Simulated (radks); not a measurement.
Results of a calculation; reference values are marked as such.
Question: The mean radii <r> (bohr) of the occupied orbitals of an atom or ion are listed with their occupations. Level of theory: scalar-relativistic Kohn-Sham, LDA (Slater exchange, VWN5 correlation), spin-polarised, spherical densities, finite nucleus; Fermi nuclear charge, rms radius of each element as measured or else 0.836 A^(1/3) + 0.57 fm (a radial shooting solver on a logarithmic mesh with Libxc functionals).

| orbital | occ. | <r> |
|---|---|---|
| 1s | 2 | 0.02771 |
| 2s | 2 | 0.1132 |

Name the element and its charge. Open shells, if any, are filled with parallel spins first.

Answer: Z = 52, tellurium, charge +48: Te48+ in [He] 2s2. The 1s radius gives Z: for a bare nucleus <r> = (2 gamma + 1)/(2Z) with gamma = sqrt(1 - (Z/c)^2), 0.02741 bohr for Z = 52, and screening makes it slightly larger (0.02771 here). The occupations add up to 4, and the charge is Z minus that.
